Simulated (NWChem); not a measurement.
System: CH4OSe; SMILES O(C)[SeH]

```xyz
7

Se    -0.0132    -0.7261     0.0533
H     -0.4312    -0.8207    -1.3664
O      0.6411     0.9559    -0.0296
C     -0.3177     1.9822     0.0290
H     -0.9611     1.9123     0.9239
H      0.2449     2.9283     0.0696
H     -0.9677     1.9997    -0.8657
```
Atoms are numbered in this order, from 1.

Computed with NWChem. Structure relaxed at the PBE0/def2-SVP level. Level: PBE0/def2-SVPD; rows give the wavelength of the field.

```
field    isotropic polarisability (bohr³)  anisotropy (bohr³)
-------  --------------------------------  ------------------
static                                  ?                15.2
1065 nm                              48.4                15.5
589 nm                               49.6                16.0
```

**Question.** Complete the blanks.

**Answer.** 
- static, isotropic polarisability (bohr³): 47.9
